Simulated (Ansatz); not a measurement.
Ansatz results at the PBE0-D4/def2-TZVP geometry: HOMO–LUMO gap (PBE0/def2-TZVPP) 6.53 eV; LUMO energy (B3LYP/def2-TZVPP) -1.23 eV; size of the dipole moment (PBE/def2-TZVPP) 1.53 D.

Each molecule was computed in one conformer, which needn't be the lowest.

Which molecule gave them?
A. `C[SiH2]C=N`
B. `[SiH3]NBS`
C. `[CH3][GaH][CH2]Br`
D. `NB(O)[TeH]`

C. The others give `[SiH3]NBS`: 7.47, -0.13, 0.68; `NB(O)[TeH]`: 6.00, -0.38, 3.58; `C[SiH2]C=N`: 6.24, -1.14, 2.27.

B3LYP here is the variant with VWN-RPA as its local correlation; programs differ in this.
